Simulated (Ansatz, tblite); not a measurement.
Two members of one family (Series MoX4), computed with Ansatz in the gas phase; def2 core potentials for Mo, no spin–orbit coupling. The two geometries come from different levels. HOMO and LUMO are taken over both spins. Binding counts from free atoms in the multiplicity of their measured ground term, without zero-point energy. Singlets are spin-restricted. The spins of the ions were chosen, not always searched. Names give formal oxidation states. A dash marks a value that wasn't run or was left out as unsound. The structures are stationary points that may keep the symmetry of their start. Remarks come from the PBE and PBE0 runs and from stability tests at other levels; not every state was tested. HOMO above LUMO (over both spins in singlets and doublets, within one spin in higher multiplets; at PBE or PBE0), or a gap under 0.15 eV within one spin, warns that the state may not be the lowest or that an electron is smeared out.

First: MoBr4 (triplet, charge 0, PBE-D4/def2-SVP geometry; oxidised ion doublet).

Cartesian coordinates in Å:
```
Mo 0.000 0.000 0.000
Br -0.191 0.804 2.247
Br 1.671 1.264 -1.160
Br -2.105 0.243 -1.117
Br 0.625 -2.311 0.030
```

```
              level  HOMO (eV)  LUMO (eV)  gap (eV)  vertical IE (eV)  binding per atom (eV)
    PBE-D4/def2-SVP      -5.46      -4.20      1.25                 –                   2.91
   PBE-D4/def2-TZVP      -5.54      -4.27      1.28              8.03                   2.89
r2SCAN-D4/def2-TZVP      -6.07      -4.39      1.68              8.43                   2.75
   PBE0-D4/def2-SVP      -7.20      -3.74      3.45                 –                   2.67
  PBE0-D4/def2-TZVP      -7.21      -3.73      3.48              8.72                   2.67
```

Metal–donor distances: 4 × Br 2.39 Å. Remarks: HOMO above LUMO (singlet), restricted SCF unstable in HF (singlet), gap within one spin near zero at PBE or PBE0 (+1 doublet).

Second: Mo(OH)4 (triplet, charge 0, r2SCAN-D4/def2-SVP geometry; oxidised ion doublet).

```xyz
9

Mo   -0.135    0.296   -0.153
O     0.843    0.440   -1.767
H     1.350   -0.361   -1.989
O    -1.995    0.369   -0.390
H    -2.622   -0.368   -0.393
O     0.661   -1.420    0.184
H     0.888   -1.515    1.124
O     0.500    0.809    1.578
H     0.510    1.751    1.805
```

Question: What does the change do? Estimate second minus first.

Answer: 
| level | Δ HOMO (eV) | Δ LUMO (eV) | Δ gap (eV) | Δ vertical IE (eV) | Δ binding per atom (eV) |
| --- | --- | --- | --- | --- | --- |
| PBE-D4/def2-SVP | 1.63 | 1.76 | 0.14 | – | 1.16 |
| PBE-D4/def2-TZVP | 1.46 | 1.61 | 0.16 | -0.58 | 1.15 |
| r2SCAN-D4/def2-TZVP | 1.52 | 2.14 | 0.62 | -0.69 | 1.12 |
| PBE0-D4/def2-SVP | 1.49 | 2.31 | 0.82 | – | 1.14 |
| PBE0-D4/def2-TZVP | 1.32 | 2.15 | 0.83 | -0.65 | 1.11 |

Metal–donor distances: 4 × O 1.88 to 1.92 Å. The relaxed singlet lies at -0.01 eV (LDA (SPW92)/def2-TZVP) to 0.50 eV (r2SCAN-D4/def2-TZVP) from the triplet, so the order hangs on the level. Remarks: restricted singlet, untested (singlet).
